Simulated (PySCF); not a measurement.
Cl2OSe: core ionisation energies

SeOCl2.
Geometry (PBE0-D3(BJ)/def2-SVP, Å), atoms numbered from 1 in this order:
```xyz
4
Cl2OSe angstrom
Se     0.1490   -0.0005    0.6541
O      1.6448   -0.0041    0.1079
Cl    -0.8925    1.6666   -0.3806
Cl    -0.9013   -1.6620   -0.3814
```

Level of theory: delta-SCF UKS SCAN, pcX-2 on the ionised atom, pcseg-1 elsewhere, spin-free X2C in PySCF 2.14.0. Vertical ΔSCF values, vacuum level as zero.

Give the core binding energies atom by atom.

```csv
atom(s),environment,level,binding energy (eV),2p1/2 (eV),count
Cl3/Cl4,chlorine bonded to Se,Cl 1s,2828.81,–,2
O2,oxygen bonded to Se,O 1s,538.47,–,1
Cl3/Cl4,chlorine bonded to Se,Cl 2p3/2,206.22,207.88,2
```

Which photon energy gives electrons from O 1s of O2 (atom 2) a kinetic energy of 200 eV, and what is their de Broglie wavelength?

hν = 538.47 + 200 = 738.47 eV, recoil neglected; λ = 12.264 Å/√(E/eV) = 0.87 Å.

What is the longest wavelength that can ionise O 1s of O2 vertically?

λ = hc/E = 12398.42 eV Å / 538.47 eV = 23.025 Å.

Atoms equivalent by their bonding share one computed value, that of the first of them. For 2p shells one spin-free hole was relaxed; a mean-field spin–orbit operator and the ground-state splitting of the three 2p orbitals were then diagonalised within the shell. The shell's mean is (2 × 2p3/2 + 2p1/2)/3, and the degeneracies 2j + 1 give areas of 2:1. 2p1/2 minus 2p3/2 (ligand field included): Cl 1.65 eV. No level of selenium is listed. Isolated species at its PBE0-D3(BJ)/def2-SVP geometry, gas phase.
